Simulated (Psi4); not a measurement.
CHCl₂ (SMILES Cl[CH]Cl), doublet, at a GFN2-xTB geometry. Base run: M06-2X/pcseg-1 in Psi4.

Here is a job for Psi4.
```
memory 2 GB

molecule mol {
0 2
  Cl   -1.453522   -0.175460    0.026791
  C     0.004157    0.674844    0.179604
  Cl    1.452673   -0.163685   -0.084713
  H    -0.010520    1.716397   -0.092943
}

set basis pcseg-1
set reference uks

energy('m06-2x')
print_variables()
```

Variants of this job, named by their change:

```json
[
 {"change": "base", "ΔE vs base (mEh)": "0.000", "SCF cycles": "9", "grid points": "84431", "basis functions": "55", "outcome": "converged"},
 {"change": "dft_radial_scheme = multiexp", "ΔE vs base (mEh)": "0.230", "SCF cycles": "9", "grid points": "89955", "basis functions": "55", "outcome": "converged"},
 {"change": "dft_spherical_points = 434", "ΔE vs base (mEh)": "0.015", "SCF cycles": "9", "grid points": "121351", "basis functions": "55", "outcome": "converged"},
 {"change": "e_convergence = 1e-8", "ΔE vs base (mEh)": "0.000", "SCF cycles": "9", "grid points": "84431", "basis functions": "55", "outcome": "converged"},
 {"change": "guess = sapgau", "ΔE vs base (mEh)": "0.000", "SCF cycles": "9", "grid points": "84431", "basis functions": "55", "outcome": "converged"},
 {"change": "puream = false", "ΔE vs base (mEh)": "-2.685", "SCF cycles": "9", "grid points": "84431", "basis functions": "58", "outcome": "converged"},
 {"change": "d_convergence = 1e-10", "ΔE vs base (mEh)": "0.000", "SCF cycles": "16", "grid points": "84431", "basis functions": "55", "outcome": "converged"},
 {"change": "dft_nuclear_scheme = stratmann", "ΔE vs base (mEh)": "0.011", "SCF cycles": "9", "grid points": "79011", "basis functions": "55", "outcome": "converged"},
 {"change": "dft_radial_points = 50", "ΔE vs base (mEh)": "-1.597", "SCF cycles": "9", "grid points": "57393", "basis functions": "55", "outcome": "converged"},
 {"change": "dft_radial_points = 99", "ΔE vs base (mEh)": "0.223", "SCF cycles": "9", "grid points": "111482", "basis functions": "55", "outcome": "converged"},
 {"change": "dft_spherical_points = 194", "ΔE vs base (mEh)": "-0.052", "SCF cycles": "9", "grid points": "54517", "basis functions": "55", "outcome": "converged"},
 {"change": "cholesky_tolerance = 1e-3 (with scf_type cd)", "ΔE vs base (mEh)": "8.482", "SCF cycles": "9", "grid points": "84431", "basis functions": "55", "outcome": "converged"},
 {"change": "soscf = true", "ΔE vs base (mEh)": "-", "SCF cycles": "-", "grid points": "-", "basis functions": "55", "outcome": "stopped with an error"}
]
```

Open shells are given as the SCF converged; they aren't shown to be the lowest states, and a large step between rows can be another state.

- soscf = true: ended with `Fatal Error: Vx: UKS does not support rotated V builds for MGGA's`
